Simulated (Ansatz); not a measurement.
Cost and result for the atomization energy of `[Cl][Ga][Br]` radical (3 atoms, 2 bonds).

Total charge 0; spin multiplicity 2. Correlated methods include outer-core shells of Br, Ga, which these sets cover unevenly. Scalar relativity is left out up to krypton. The structure was optimised at the PBE0-D4/def2-TZVP level. Program: Ansatz. Hardware: A = 2 threads of an AMD EPYC 7R13 on a shared host; B = 2 threads of an AMD EPYC 7R13 on a shared host and a share of an NVIDIA H100 80 GB. Times are those of one run each, without the atoms' runs, and a repeat can differ threefold. Electronic energies, without spin–orbit coupling; frozen cores. CCSD(T)/CBS adds CCSD(T) − MP2 in def2-TZVPP to the MP2 limit, and its time is that of the two runs behind it. T1 = 0.013; ⟨S²⟩ of the reference is 0.76. With those shells the extrapolation isn't a true limit. HSE06 is the plane-wave form, built on full-range PBE exchange.

CCSD(T)/CBS is a level of theory with its own doubt, some kJ/mol a heavy atom from the limit and from the frozen cores, so smaller differences don't rank the functionals.

```tsv
level	functions	wall time
BLYP-D4/def2-TZVPP [A]	138	2.9 s
BHLYP-D4/def2-TZVPP [A]	138	5.5 s
HSE06-D4/def2-TZVPP [A]	138	6 s
CAM-B3LYP-D4/def2-TZVPP [A]	138	7 s
B2PLYP/def2-TZVPP [A]	138	7 s
CCSD(T)/def2-SVP [A]	82	7 s
r2SCAN-D4/def2-TZVPP (with forces) [A]	138	9 s
r2SCANh-D4/def2-TZVPP [A]	138	10 s
CCSD(T)/def2-TZVPP [B]	138	10 s
B97M-V/def2-TZVPP [A]	138	15 s
CCSD(T)/def2-QZVPP [B]	248	18 s
ωB97M-V/def2-TZVPP (with forces) [A]	138	19 s
CCSD(T)/CBS(def2)	–	28 s
```

(1) What atomization energy does each give, and how far from CCSD(T)/CBS? (Estimate.)

Answers

(1) Ansatz gave: 
| level | atomization (kcal/mol) | difference from CCSD(T)/CBS | per bond |
| --- | --- | --- | --- |
| BLYP-D4/def2-TZVPP [A] | 148.3 | -5.4 | -2.7 |
| BHLYP-D4/def2-TZVPP [A] | 146.2 | -7.5 | -3.8 |
| HSE06-D4/def2-TZVPP [A] | 157.1 | 3.4 | 1.7 |
| CAM-B3LYP-D4/def2-TZVPP [A] | 148.9 | -4.8 | -2.4 |
| B2PLYP/def2-TZVPP [A] | 150.0 | -3.7 | -1.8 |
| CCSD(T)/def2-SVP [A] | 141.3 | -12.4 | -6.2 |
| r2SCAN-D4/def2-TZVPP (with forces) [A] | 161.3 | 7.6 | 3.8 |
| r2SCANh-D4/def2-TZVPP [A] | 159.6 | 5.9 | 3.0 |
| CCSD(T)/def2-TZVPP [B] | 150.3 | -3.4 | -1.7 |
| B97M-V/def2-TZVPP [A] | 156.6 | 2.9 | 1.5 |
| CCSD(T)/def2-QZVPP [B] | 153.8 | 0.1 | 0.1 |
| ωB97M-V/def2-TZVPP (with forces) [A] | 152.3 | -1.4 | -0.7 |
| CCSD(T)/CBS(def2) | 153.7 | 0.0 | 0.0 |

At CCSD(T), def2-SVP lies −12.4 kcal/mol from the extrapolated value and def2-TZVPP −3.3 kcal/mol: correlation converges slowly with the basis, and small sets miss more of it in the bonded molecule than in its fragments. From PBE to PBE0 (25 % exact exchange), in def2-TZVPP and without D4, the atomization energy moves by −2.2 kcal/mol: exact exchange takes away binding that semilocal exchange gives to molecules. Leaving LDA and LC-ωPBE aside and taking each functional with its dispersion term where it has one, the values spread over 15.2 kcal/mol, from BHLYP-D4 to r2SCAN-D4. LDA lies +25.2 kcal/mol from PBE without D4, its usual overbinding.
